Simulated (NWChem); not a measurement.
System: CH$_{4}$N, doublet; SMILES C[NH]

Here is an NWChem input.

```
start job
memory heap 200 mb stack 900 mb global 1100 mb
geometry units angstroms noautoz
  C     -0.019958    -0.614296     0.000000
  N     -0.125444     0.825921     0.000000
  H      0.533540    -0.983309    -0.881604
  H     -1.015095    -1.070260     0.000000
  H      0.533540    -0.983309     0.881604
  H      0.841777     1.185341     0.000000
end
basis spherical
  C library def2-svp
  N library def2-svp
  H library def2-svp
end
dft
  odft
  mult 2
  xc becke88 perdew86
  iterations 150
  mulliken
end
task dft energy
```

Parts of the log:

```
             Northwest Computational Chemistry Package (NWChem) 7.3.0
             --------------------------------------------------------

 CS  symmetry detected

                             Geometry "geometry" -> ""
                             -------------------------

 Output coordinates in angstroms (scale by  1.889725989 to convert to a.u.)

  No.       Tag          Charge          X              Y              Z
 ---- ---------------- ---------- -------------- -------------- --------------
    1 C                    6.0000    -0.02077849    -0.62846564     0.00000000
    2 N                    7.0000    -0.11034858     0.81282875     0.00000000
    3 H                    1.0000     0.52860941    -1.00357038    -0.88160400
    4 H                    1.0000    -1.02089161    -1.07340896     0.00000000
    5 H                    1.0000     0.52860941    -1.00357038     0.88160400
    6 H                    1.0000     0.86078377     1.16154233     0.00000000

 Effective nuclear repulsion energy (a.u.)      36.0118159255

      Symmetry information
      --------------------

 Group name             Cs
 Group number              2
 Group order               2
 No. of unique centers     5

  perdew86 is a nonlocal functional; adding perdew81 local functional.

                                 NWChem DFT Module
                                 -----------------

 Summary of "ao basis" -> "ao basis" (spherical)
 ------------------------------------------------------------------------------
       Tag                 Description            Shells   Functions and Types
 ---------------- ------------------------------  ------  ---------------------
 C                          def2-svp                 6       14   3s2p1d
 N                          def2-svp                 6       14   3s2p1d
 H                          def2-svp                 3        5   2s1p

      Symmetry analysis of basis
      --------------------------

        a'         33
        a"         15

            General Information
            -------------------
          SCF calculation type: DFT
          Wavefunction type:  spin polarized.
          No. of atoms     :     6
          No. of electrons :    17
           Alpha electrons :     9
            Beta electrons :     8
          Charge           :     0
          Spin multiplicity:     2
          Use of symmetry is: on ; symmetry adaption is: on
          Maximum number of iterations: 150
          AO basis - number of functions:    48
                     number of shells:    24
          Convergence on energy requested:  1.00D-06
          Convergence on density requested:  1.00D-05
          Convergence on gradient requested:  5.00D-04

              XC Information
              --------------
                    Becke 1988 Exchange Functional  1.000
                Perdew 1981 Correlation Functional  1.000 local
                Perdew 1986 Correlation Functional  1.000 non-local

             Grid Information
             ----------------
          Grid used for XC integration:  medium
          Radial quadrature: Mura-Knowles
          Angular quadrature: Lebedev.
          Tag              B.-S. Rad. Rad. Pts. Rad. Cut. Ang. Pts.
          ---              ---------- --------- --------- ---------
          C                   0.70       49           7.0       434
          N                   0.65       49           7.0       434
          H                   0.35       45           9.0       434
          Grid pruning is: on
          Number of quadrature shells:   233
          Spatial weights used:  Erf1

      Superposition of Atomic Density Guess
      -------------------------------------

 Sum of atomic energies:         -93.86610815

      Non-variational initial energy
      ------------------------------

 Total energy =     -94.712492
 1-e energy   =    -196.852188
 2-e energy   =      66.127880
 HOMO         =      -0.234131
 LUMO         =       0.116569

   Symmetry analysis of molecular orbitals - initial alpha
   -------------------------------------------------------

  Numbering of irreducible representations:

     1 a'          2 a"

  Orbital symmetries:

     1 a'          2 a'          3 a'          4 a'          5 a'
     6 a"          7 a'          8 a'          9 a"         10 a'
    11 a'         12 a"         13 a'         14 a'         15 a'
    16 a"         17 a'         18 a'         19 a'

   Symmetry analysis of molecular orbitals - initial beta
   ------------------------------------------------------

  Numbering of irreducible representations:

     1 a'          2 a"

  Orbital symmetries:

     1 a'          2 a'          3 a'          4 a'          5 a'
     6 a"          7 a'          8 a'          9 a"         10 a'
    11 a'         12 a"         13 a'         14 a'         15 a'
    16 a"         17 a'         18 a'         19 a'

     ---------------------------------------------
      Total Density - Mulliken Population Analysis
     ---------------------------------------------

    Atom       Charge   Shell Charges
 -----------   ------   -------------------------------------------------------
    1 C    6     6.07   1.99  0.94  0.20  1.95  0.96  0.04
    2 N    7     7.45   1.99  1.10  0.63  2.21  1.52  0.01
    3 H    1     0.87   0.65  0.20  0.02
    4 H    1     0.92   0.69  0.21  0.02
    5 H    1     0.87   0.65  0.20  0.02
    6 H    1     0.80   0.63  0.14  0.04

     --------------------------------------------
      Spin Density - Mulliken Population Analysis
     --------------------------------------------

    Atom       Charge   Shell Charges
 -----------   ------   -------------------------------------------------------
    1 C    6     0.05   0.00  0.00  0.00  0.03  0.01  0.01
    2 N    7     0.80   0.00  0.00  0.00  0.45  0.35  0.00
    3 H    1     0.07   0.05  0.02  0.00
    4 H    1     0.00   0.00  0.00  0.00
    5 H    1     0.07   0.05  0.02  0.00
    6 H    1     0.01   0.00  0.00  0.01

   convergence    iter        energy       DeltaE   RMS-Dens  Diis-err
 ---------------- ----- ----------------- --------- --------- ---------
 d= 0,ls=0.0,diis     1    -95.0849723374 -1.31D+02  7.01D-03  5.22D-02
                                                     7.32D-03  5.09D-02
 d= 0,ls=0.0,diis     2    -95.0982299428 -1.33D-02  4.34D-03  3.36D-02
                                                     4.07D-03  2.70D-02
 d= 0,ls=0.0,diis     3    -95.1085233598 -1.03D-02  1.41D-03  1.18D-02
                                                     1.51D-03  1.22D-02
 d= 0,ls=0.0,diis     4    -95.1140338823 -5.51D-03  2.69D-04  2.31D-04
                                                     2.08D-04  1.26D-04
 d= 0,ls=0.0,diis     5    -95.1141114973 -7.76D-05  9.02D-05  1.81D-05
                                                     9.67D-05  2.03D-05
  Resetting Diis
 d= 0,ls=0.0,diis     6    -95.1141207877 -9.29D-06  3.52D-05  3.81D-06
                                                     2.90D-05  3.03D-06
 d= 0,ls=0.0,diis     7    -95.1141225366 -1.75D-06  1.19D-05  1.19D-07
                                                     1.15D-05  1.03D-07
 d= 0,ls=0.0,diis     8    -95.1141225662 -2.96D-08  5.41D-06  9.35D-08
                                                     5.71D-06  1.02D-07

         Total DFT energy =      -95.114122566175
      One electron energy =     -198.779782867517
           Coulomb energy =       81.411703416033
    Exchange-Corr. energy =      -13.757859040205
 Nuclear repulsion energy =       36.011815925515

 Numeric. integr. density =       17.000001992683

                  Occupations of the irreducible representations
                  ----------------------------------------------

                     irrep           alpha         beta
                     --------     --------     --------
                     a'                7.0          7.0
                     a"                2.0          1.0

                    DFT Final Alpha Molecular Orbital Analysis
                    ------------------------------------------

 Vector    7  Occ=1.000000D+00  E=-3.572544D-01  Symmetry=a'
              MO Center= -2.5D-01, -2.7D-01,  5.4D-17, r^2= 1.7D+00
   Bfn.  Coefficient  Atom+Function         Bfn.  Coefficient  Atom+Function
  ----- ------------  ---------------      ----- ------------  ---------------
    34     -0.332761  4 H  s                 19      0.317305  2 N  py
     4      0.314962  1 C  px                 5      0.286074  1 C  py
    44     -0.168639  6 H  s                  7      0.140573  1 C  px
    22     -0.139929  2 N  py                 8      0.135055  1 C  py
    35     -0.130664  4 H  s                 17     -0.087876  2 N  s

 Vector    8  Occ=1.000000D+00  E=-2.350578D-01  Symmetry=a'
              MO Center= -2.2D-01,  6.2D-01, -2.1D-15, r^2= 1.4D+00
   Bfn.  Coefficient  Atom+Function         Bfn.  Coefficient  Atom+Function
  ----- ------------  ---------------      ----- ------------  ---------------
    18      0.427104  2 N  px                17      0.399907  2 N  s
    21     -0.268173  2 N  px                19     -0.251713  2 N  py
    16      0.219522  2 N  s                 44     -0.210479  6 H  s
    22      0.174705  2 N  py                34     -0.171208  4 H  s
     4      0.152492  1 C  px                 5     -0.143591  1 C  py

 Vector    9  Occ=1.000000D+00  E=-2.189667D-01  Symmetry=a"
              MO Center=  2.0D-03,  4.7D-01,  3.4D-15, r^2= 1.4D+00
   Bfn.  Coefficient  Atom+Function         Bfn.  Coefficient  Atom+Function
  ----- ------------  ---------------      ----- ------------  ---------------
    20      0.600287  2 N  pz                23     -0.462506  2 N  pz
    29     -0.202395  3 H  s                 39      0.202395  5 H  s
     6      0.152048  1 C  pz                30     -0.139604  3 H  s
    40      0.139604  5 H  s                  9      0.032236  1 C  pz
    11     -0.030066  1 C  d -1

 Vector   10  Occ=0.000000D+00  E= 4.081840D-02  Symmetry=a'
              MO Center=  7.5D-01, -7.9D-02, -3.2D-15, r^2= 4.3D+00
   Bfn.  Coefficient  Atom+Function         Bfn.  Coefficient  Atom+Function
  ----- ------------  ---------------      ----- ------------  ---------------
     3      1.544349  1 C  s                 30     -0.939900  3 H  s
    40     -0.939900  5 H  s                 45     -0.929127  6 H  s
    17      0.680363  2 N  s                  8     -0.523587  1 C  py
    35     -0.518486  4 H  s                 21      0.304401  2 N  px
     7      0.208657  1 C  px                 2      0.182178  1 C  s

 Vector   11  Occ=0.000000D+00  E= 8.031458D-02  Symmetry=a'
              MO Center=  2.2D-01, -2.4D-01,  1.1D-14, r^2= 5.3D+00
   Bfn.  Coefficient  Atom+Function         Bfn.  Coefficient  Atom+Function
  ----- ------------  ---------------      ----- ------------  ---------------
     3      2.141070  1 C  s                 35     -1.153499  4 H  s
    17     -1.091097  2 N  s                 45      1.056472  6 H  s
    30     -0.786223  3 H  s                 40     -0.786223  5 H  s
    21     -0.360888  2 N  px                 2      0.248375  1 C  s
    18      0.214774  2 N  px                22      0.169557  2 N  py

 Vector   12  Occ=0.000000D+00  E= 1.046438D-01  Symmetry=a"
              MO Center=  6.1D-01, -1.0D+00, -7.0D-15, r^2= 3.4D+00
   Bfn.  Coefficient  Atom+Function         Bfn.  Coefficient  Atom+Function
  ----- ------------  ---------------      ----- ------------  ---------------
    30      1.569540  3 H  s                 40     -1.569540  5 H  s
     9      1.186200  1 C  pz                 6      0.442897  1 C  pz
    23     -0.205391  2 N  pz                29      0.109370  3 H  s
    39     -0.109370  5 H  s                 20      0.070733  2 N  pz

                     DFT Final Beta Molecular Orbital Analysis
                     -----------------------------------------

 Vector    6  Occ=1.000000D+00  E=-3.790538D-01  Symmetry=a"
              MO Center=  2.0D-01, -6.8D-01,  1.8D-15, r^2= 1.3D+00
   Bfn.  Coefficient  Atom+Function         Bfn.  Coefficient  Atom+Function
  ----- ------------  ---------------      ----- ------------  ---------------
     6      0.444665  1 C  pz                29     -0.290575  3 H  s
    39      0.290575  5 H  s                  9      0.185582  1 C  pz
    20     -0.138055  2 N  pz                30     -0.114672  3 H  s
    40      0.114672  5 H  s                 23      0.085322  2 N  pz

 Vector    7  Occ=1.000000D+00  E=-3.523793D-01  Symmetry=a'
              MO Center= -2.2D-01, -2.3D-01,  9.6D-17, r^2= 1.8D+00
   Bfn.  Coefficient  Atom+Function         Bfn.  Coefficient  Atom+Function
  ----- ------------  ---------------      ----- ------------  ---------------
    34     -0.328049  4 H  s                 19      0.313104  2 N  py
     4      0.304144  1 C  px                 5      0.297355  1 C  py
    44     -0.200715  6 H  s                  8      0.140703  1 C  py
    22     -0.133842  2 N  py                 7      0.132702  1 C  px
    35     -0.133010  4 H  s                 45     -0.100903  6 H  s

 Vector    8  Occ=1.000000D+00  E=-2.167151D-01  Symmetry=a'
              MO Center= -2.4D-01,  6.8D-01,  3.7D-16, r^2= 1.4D+00
   Bfn.  Coefficient  Atom+Function         Bfn.  Coefficient  Atom+Function
  ----- ------------  ---------------      ----- ------------  ---------------
    18      0.420919  2 N  px                17      0.415006  2 N  s
    21     -0.274664  2 N  px                19     -0.252916  2 N  py
    16      0.228357  2 N  s                 44     -0.204631  6 H  s
    22      0.185226  2 N  py                34     -0.162940  4 H  s
     5     -0.144511  1 C  py                 4      0.137075  1 C  px

 Vector    9  Occ=0.000000D+00  E=-1.259800D-01  Symmetry=a"
              MO Center= -2.1D-02,  5.8D-01,  1.1D-16, r^2= 1.3D+00
   Bfn.  Coefficient  Atom+Function         Bfn.  Coefficient  Atom+Function
  ----- ------------  ---------------      ----- ------------  ---------------
    20      0.569112  2 N  pz                23     -0.515051  2 N  pz
    29     -0.183696  3 H  s                 30     -0.183844  3 H  s
    39      0.183696  5 H  s                 40      0.183844  5 H  s
     6      0.078844  1 C  pz                 9     -0.048116  1 C  pz
    11     -0.036491  1 C  d -1              48     -0.032092  6 H  pz

 Vector   10  Occ=0.000000D+00  E= 4.574664D-02  Symmetry=a'
              MO Center=  7.1D-01, -2.0D-01, -4.3D-16, r^2= 4.4D+00
   Bfn.  Coefficient  Atom+Function         Bfn.  Coefficient  Atom+Function
  ----- ------------  ---------------      ----- ------------  ---------------
     3      1.649475  1 C  s                 30     -0.979898  3 H  s
    40     -0.979898  5 H  s                 45     -0.884385  6 H  s
    17      0.654012  2 N  s                 35     -0.584682  4 H  s
     8     -0.526026  1 C  py                21      0.291317  2 N  px
     2      0.197591  1 C  s                  7      0.194840  1 C  px

 Vector   11  Occ=0.000000D+00  E= 8.580011D-02  Symmetry=a'
              MO Center=  9.7D-02, -1.8D-01, -7.1D-17, r^2= 5.4D+00
   Bfn.  Coefficient  Atom+Function         Bfn.  Coefficient  Atom+Function
  ----- ------------  ---------------      ----- ------------  ---------------
     3      1.998939  1 C  s                 35     -1.303993  4 H  s
    45      1.105967  6 H  s                 17     -1.091872  2 N  s
    30     -0.638977  3 H  s                 40     -0.638977  5 H  s
    21     -0.355902  2 N  px                 7     -0.287070  1 C  px
     2      0.230203  1 C  s                 18      0.210757  2 N  px

     ---------------------------------------------
      Total Density - Mulliken Population Analysis
     ---------------------------------------------

[...]
```

Level: BP86/def2-SVP, spin-unrestricted. In the optimisation the excess spin sits in a" (Cs, its own frame). The geometry was optimised at B3LYP/6-31G* (spherical d), spin-unrestricted. No stability test was run on the SCF state.
